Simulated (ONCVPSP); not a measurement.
**What one change does to a pseudopotential (cadmium, ONCV)**

cadmium, optimised norm-conserving Vanderbilt (ONCV), made with ONCVPSP 4.0.1 (LDA (Perdew-Wang 92), scalar-relativistic). Core [Ar] 3d10 4s2, reference 4p6 4d10 5s2. Waves: 5s: rc 2.50 bohr, ncon 4, nbas 8, qcut 2.2 1/bohr, 1 projector; 4p: rc 1.15 bohr, ncon 4, nbas 7, qcut 9.9 1/bohr, 2 projectors, debl 1.9 Ha; 4d: rc 1.80 bohr, ncon 5, nbas 9, qcut 10 1/bohr, 1 projector. Local part: polynomial inside 1.10 bohr (lpopt 5, dvloc0 1 Ha). Core correction: Teter function, fcfact 5.75, rcfact 1.4.

In the p channel the program set the typed energies aside and used -2.462, 0.250 Ha.

Change: p: qcut 11.2.

Cutoffs: the cutoffs (Ha) at which the residual kinetic energy of the hardest occupied pseudo-wave falls to 1 and 0.1 mHa per electron; they do not see the model core or the augmentation charge, which bear on the density cutoff. Errors are all-electron minus pseudo energies relative to the spin-unpolarised reference configuration.

What does the change do?

The potential gets harder (41 Ha and 54 Ha → 47 Ha and 56 Ha); both files keep a bound ghost (s); the errors of the 4 common tests hardly move. The waves are optimised to have the least kinetic energy above qcut, so the cutoff follows it (qcut²/2 in Ha).

| quantity | base | changed |
| --- | --- | --- |
| cutoff, loose | 41 Ha | 47 Ha |
| cutoff, tight | 54 Ha | 56 Ha |
| loose cutoff by channel | s 14 Ha, p 41 Ha, d 32 Ha | s 14 Ha, p 47 Ha, d 32 Ha |
| bound ghosts | s | s |
| GHOST(+) flags under 300 eV | none | none |
| error for 4p6 4d10 5s1, meV [ΔE 9.62 eV] | -3.0 | -3.0 |
| error for 4p6 4d10 5s0, meV [ΔE 27.14 eV] | -32 | -32 |
| error for 4p6 4d9 5s0, meV [ΔE 65.40 eV] | -82 | -82 |
| error for 4p6 4d10 5s0 5p2, meV [ΔE 9.91 eV] | -25 | -25 |
| s: phases at 2.53 bohr within 0.05 rad from the reference energy up to (Ha; the scan ends near 5) | n/a | n/a |
| p: phases at 1.17 bohr within 0.05 rad from the reference energy up to (Ha; the scan ends near 5) | to the end of the scan | to the end of the scan |
| d: phases at 1.83 bohr within 0.05 rad from the reference energy up to (Ha; the scan ends near 5) | 2.1 | 2.1 |
| rms error of d²Exc/dni dnj with the model core, mHa | 0.84 | 0.89 |

 A true bound ghost makes a file unfit for plane-wave use even where its test errors are small: the radial tests pick states by their node count and pass the ghost by.
